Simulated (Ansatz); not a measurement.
In8P7Cl3. Total charge 0; triplet. Geometry r2SCAN-D4/def2-SVP, that of the neutral singlet; atoms count from 1.

```xyz
18

P    -3.236    3.021    1.941
P     1.128    1.288    0.914
P    -2.236    1.064   -2.350
P    -0.042   -2.605   -2.236
P    -2.056   -2.149    1.175
P     4.371   -1.220   -1.246
P     1.614   -2.955    2.240
In   -2.889    2.525   -0.401
In    0.085    1.681   -1.370
In    2.079   -1.322   -2.107
In   -0.911    2.283    2.037
In    0.076   -0.831    1.974
In   -1.827   -1.054   -1.071
In    0.034   -3.330    0.214
In    3.283   -2.082    0.689
Cl   -0.569    4.089   -1.201
Cl    1.674    1.031   -3.238
Cl   -0.578    0.567    4.035
```

In the def2 sets In takes a core potential; there is no spin–orbit coupling. Single mean-field runs in def2-TZVP are fitted with def2-universal-jkfit. At PBE0-D4/def2-TZVP a singlet of charge 0 lies 1.38 eV below the triplet at the same geometry.

Estimate the Mulliken populations from the PBE0/def2-TZVP orbitals of Ansatz.


```
atom  charge (e)  spin (α − β)
  P1       -0.17          0.94
  P2       -0.34         -0.02
  P3       -0.31          0.03
  P4       -0.39          0.01
  P5       -0.40          0.00
  P6       -0.36          0.00
  P7       -0.36          0.01
 In8        0.33          0.49
 In9        0.48          0.09
In10        0.47          0.01
In11        0.47          0.34
In12        0.43          0.01
In13        0.43          0.02
In14        0.35          0.04
In15        0.40          0.01
Cl16       -0.35          0.01
Cl17       -0.34          0.02
Cl18       -0.35          0.02
```
Mulliken values depend strongly on the basis.

Where does the spin sit?

Summed by element: P 0.96, In 0.99, Cl 0.05, of 2 unpaired in all. Largest on single atoms: P1 0.94, In8 0.49, In11 0.34.

And the Mayer bond orders between heavy atoms (over 0.3)?

P1–In8 0.97 (2.42 Å); P1–In11 0.97 (2.44 Å); P2–In9 0.91 (2.54 Å); P2–In11 0.92 (2.53 Å); P2–In12 0.78 (2.59 Å); P3–In8 0.91 (2.52 Å); P3–In9 0.82 (2.59 Å); P3–In13 0.92 (2.51 Å); P4–In10 1.01 (2.48 Å); P4–In13 0.73 (2.64 Å); P4–In14 0.94 (2.56 Å); P5–In12 0.78 (2.63 Å); P5–In13 0.95 (2.51 Å); P5–In14 0.85 (2.59 Å); P6–In10 1.17 (2.45 Å); P6–In15 1.42 (2.38 Å); P7–In12 0.75 (2.64 Å); P7–In14 0.82 (2.60 Å); P7–In15 1.06 (2.44 Å); In8–Cl16 0.34 (2.91 Å); In9–Cl16 0.63 (2.50 Å); In9–Cl17 0.54 (2.54 Å); In10–Cl17 0.45 (2.64 Å); In11–Cl18 0.43 (2.65 Å); In12–Cl18 0.56 (2.57 Å).
